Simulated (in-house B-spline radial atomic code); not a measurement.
Configurations of neutral xenon, with energies counted from [Kr] 4d10 5s2 5p6. Computed with an all-electron radial atomic-structure program (B-spline basis): Dirac-Hartree-Fock, average of configuration, Fermi nucleus of rms radius 4.7859 fm. Energies include first-order Breit, QED and recoil terms.

Occupations are held fixed; configurations that lie above the ionisation limit could autoionise.

```tsv
configuration	E - E(ref) (eV)	highest orbital	its <r> (bohr)
[Kr] 4d10 5s2 (5p1/2)2 (5p3/2)3 8s1	10.401	8s1/2	24.82
[Kr] 4d10 5s2 (5p1/2)1 (5p3/2)4 (7g9/2)1	12.267	7g9/2	63.5
[Kr] 4d10 5s1 5p6 (8d3/2)1	26.011	8d3/2	45.1
[Ar] 3d10 4s2 (4p1/2)2 (4p3/2)3 4d10 5s2 5p6 (6d5/2)1	155.79	6d5/2	17.03
[Ar] (3d3/2)4 (3d5/2)5 4s2 4p6 4d10 5s2 5p6 (7f5/2)1	676.2	7f5/2	67.41
```

(1) Order these further configurations by energy, lowest first.
A. [Ar] (3d3/2)3 (3d5/2)6 4s2 4p6 4d10 5s2 5p6 (9d5/2)1
B. [Ar] (3d3/2)3 (3d5/2)6 4s2 4p6 4d10 5s2 5p6 (8d5/2)1
C. [Ar] (3d3/2)3 (3d5/2)6 4s2 4p6 4d10 5s2 5p6 (9p3/2)1
D. [Kr] (4d3/2)4 (4d5/2)5 5s2 5p6 (9p1/2)1
E. [Ar] (3d3/2)3 (3d5/2)6 4s2 4p6 4d10 5s2 5p6 (5f7/2)1

Results:

(1) D (66.069 eV), E (688.61 eV), C (688.71 eV), B (688.73 eV), A (688.85 eV).
